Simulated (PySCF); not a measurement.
N-methylpropan-2-imine (C4H9N), SMILES CN=C(C)C.

Coordinates come from a PBE-D3(BJ)/def2-SVP optimisation.

All values below come from TDA-B3LYP/def2-SVPD in PySCF 2.14.0.

Vertical excitations. Gas-phase values at a fixed geometry.

Question: Estimate the UV-visible absorptions. (Estimate from the structure and the level; the computed values follow.)

Answer: 
```csv
state,energy (eV),λ (nm),f,main pairs
S1,4.99,248,0.001,HOMO→LUMO 99 %
S2,6.13,202,0.007,HOMO→LUMO+1 98 %
S3,6.87,180,0.037,HOMO→LUMO+2 99 %
S4,7.00,177,0.018,HOMO−1→LUMO+1 99 %
S5,7.35,169,0.053,"HOMO→LUMO+3 74 %, HOMO−1→LUMO 23 %"
S6,7.69,161,0.298,"HOMO−1→LUMO 52 %, HOMO→LUMO+3 21 %, HOMO→LUMO+5 15 %"
S7,7.77,159,0.001,HOMO−1→LUMO+2 99 %
S8,7.81,159,0.010,HOMO→LUMO+4 99 %
S9,7.96,156,0.071,HOMO→LUMO+5 81 %
S10,8.25,150,0.038,HOMO→LUMO+6 86 %
T1,4.19,296,0,HOMO→LUMO 99 %
T2,4.57,271,0,HOMO−1→LUMO 96 %
T3,6.03,206,0,HOMO→LUMO+1 97 %
T4,6.79,183,0,HOMO→LUMO+2 98 %
```
Triplets are in the Tamm–Dancoff approximation.
